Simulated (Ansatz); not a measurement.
An input meant for Ta₃Te₆ (charge 0, quartet; with a point charge).

```yaml
crystal:
  periodic: [false, false, false]
  atoms:
    - {symbol: Ta, position_ang: [-1.744673, -0.702689, -0.550149]}
    - {symbol: Ta, position_ang: [-0.458255, 1.559632, -0.076657]}
    - {symbol: Ta, position_ang: [1.121444, -1.206119, 0.292224]}
    - {symbol: Te, position_ang: [-0.840421, -0.392662, 2.049192]}
    - {symbol: Te, position_ang: [-0.129046, -2.527600, -1.699091]}
    - {symbol: Te, position_ang: [-2.125829, 1.348163, -2.238875]}
    - {symbol: Te, position_ang: [2.199638, 1.139080, -0.524810]}
    - {symbol: Te, position_ang: [-1.126053, 3.439315, 1.592681]}
    - {symbol: Te, position_ang: [3.026694, -2.636619, 1.181886]}
basis:
  gaussian: {orbitals: def2-mTZVP, point_charges: [{charge: 0.50, position_ang: [7.866, 0.743, 0.476]}]}
magnetization: {spin_polarized: true, initial_magnetization: 3}
hamiltonian: {xc: {name: HF}, dispersion: d2}
scf: {omitted_lower_state_checks: [starts]}
output: {forces: true}
```

```sh
$ ansatz run in.yaml --threads 4 --pin off --events-out ev --progress --plain --max-ram 6963MiB
```

It prints (some lines left out):

```
Error: YAML parse error: error: line 16 column 43: hamiltonian.dispersion: `d2` is not `none`, `rvv10`, `d3bj`, `d3bjatm`, `d4` or a map `{method: …, s8: …, a1: …, a2_bohr: …}` (numbers without units, a2 in bohr) or `{method: …, functional: …}`
14 |   gaussian: {orbitals: def2-mTZVP, point_charges: [{charge: 0.50, position_ang: [7.866, 0.743, 0.476]}]}
15 | magnetization: {spin_polarized: true, initial_magnetization: 3}
16 | hamiltonian: {xc: {name: HF}, dispersion: d2}
17 | scf: {omitted_lower_state_checks: [starts]}
18 | output: {forces: true}
```

Q: Something in this input is off. What?

A: The program holds no damping parameters for this pairing of functional and dispersion term, so they'd have to be typed. The program refused the input.
